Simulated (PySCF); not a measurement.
# Exercise with solution: chemical shift, span and skew from a shielding tensor

fluoromethylidenecyclobutane (C5H7F), SMILES FC=C1CCC1. Atoms are numbered in the order given.

```xyz
13

F     -0.3576    -2.3487     0.0000
C      0.5733    -1.3767     0.0000
C      0.2394    -0.0921     0.0000
C     -1.0928     0.6323     0.0000
C     -0.3126     1.9828     0.0000
C      1.0385     1.2007     0.0000
H      1.5959    -1.7658     0.0000
H     -1.7158     0.4480    -0.8905
H     -1.7158     0.4480     0.8905
H     -0.4771     2.6044     0.8916
H     -0.4771     2.6044    -0.8916
H      1.6671     1.3591    -0.8916
H      1.6671     1.3591     0.8916
```
Charge 0, spin multiplicity 1.

Geometry: B3LYP-D3(BJ)/def2-SVP. A frequency run showed that this geometry is not a minimum.

GIAO shieldings from HF/pcSseg-1 (PySCF), non-relativistic, no solvent. The symmetric part of the tensor of C5 has the principal values 167.1, 167.9, 186.7 ppm. The same nucleus in TMS has σ = 192.6 ppm at this level (PySCF, at its B3LYP-D3(BJ)/def2-TZVP geometry).

Task: Work out the isotropic shielding, the ¹³C shift against TMS, the span and the skew.

Result: 
σ(iso) = (σ11 + σ22 + σ33)/3 = 173.9 ppm. δ = σ(ref) − σ(iso) = 192.6 − (173.9) = 18.7 ppm.
Span Ω = σ33 − σ11 = 19.6 ppm. Skew κ = 3(σ(iso) − σ22)/Ω = 0.92. Tumbling in solution averages the tensor to δ; in a static solid the shielding alone would spread this spin-1/2 line over Ω.
